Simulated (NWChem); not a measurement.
C2H4BFO2; SMILES O=CB(F)CO

```xyz
10

O     -0.9415    -2.1122     0.2178
C      0.1675    -1.6293     0.2714
B      0.3942    -0.0358     0.1674
F      1.6366     0.4031     0.2262
C     -0.8281     0.9214     0.0046
O     -0.4530     2.2649    -0.0735
H      1.0646    -2.2979     0.3960
H     -1.5134     0.6936     0.8529
H     -1.3891     0.5574    -0.8864
H     -1.2445     2.8016    -0.1720
```
Atoms are numbered in this order, from 1.

Level: PBE0/def2-SVP (NWChem), optimised geometry, unscaled harmonic frequencies. 

### Question
List the harmonic frequencies with IR intensities, and the thermochemistry.

### Answer
| frequency (cm⁻¹) | IR intensity (km/mol) |
|---|---|
| 32 | 21.6 |
| 91 | 0.2 |
| 144 | 9.2 |
| 229 | 5.9 |
| 288 | 67.7 |
| 389 | 78.6 |
| 432 | 5.2 |
| 574 | 55.3 |
| 706 | 0.7 |
| 716 | 1.5 |
| 970 | 9.3 |
| 1105 | 132.4 |
| 1157 | 6.9 |
| 1227 | 1.3 |
| 1238 | 41.5 |
| 1341 | 107.7 |
| 1405 | 31.2 |
| 1423 | 99.2 |
| 1496 | 75.9 |
| 1833 | 51.4 |
| 2869 | 148.1 |
| 2965 | 37.4 |
| 2990 | 21.4 |
| 3897 | 45.6 |

zero-point energy: 42.2 kcal/mol
thermal correction to the enthalpy at 298.15 K (with zero-point energy): 47.3 kcal/mol
heat capacity Cv: 22.6 cal/(mol K)
entropy at 298.15 K and 1 atm (symmetry number 1): 85.2 cal/(mol K)
dipole moment: 1.18 D

Rigid rotor and harmonic oscillator; modes under 100 cm⁻¹ make the entropy uncertain.
